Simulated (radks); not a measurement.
Task: The silicon ion Si+, 13 electrons, occupied as [Ne] 3s1.5 3p1.5 (fractional occupations, a model configuration). Method: Dirac Kohn-Sham, LDA (Slater exchange, Perdew-Wang correlation), spin-unpolarised, spherical densities, point nucleus; open shells fill j = l - 1/2 first; computed with a radial shooting solver on a logarithmic mesh with Libxc functionals. Some entries of the table are withheld. Estimate them.

| orbital | occ. | eigenvalue (eV) | <r> (bohr) |
|---|---|---|---|
| 1s1/2 | 2 | -1788.797 | 0.1116 |
| 2s1/2 | 2 | (1) | 0.5702 |
| 2p1/2 | 2 | -106.3035 | 0.5365 |
| 2p3/2 | 4 | -105.6558 | 0.5388 |
| 3s1/2 | 1.5 | -19.4658 | 2.043 |
| 3p1/2 | 1.5 | (2) | 2.427 |
| 3p3/2 | 0 | (3) | 2.433 |

Result: 
(1) 2s1/2 eigenvalue (eV): -148.9992
(2) 3p1/2 eigenvalue (eV): -12.0829
(3) 3p3/2 eigenvalue (eV): -12.0393
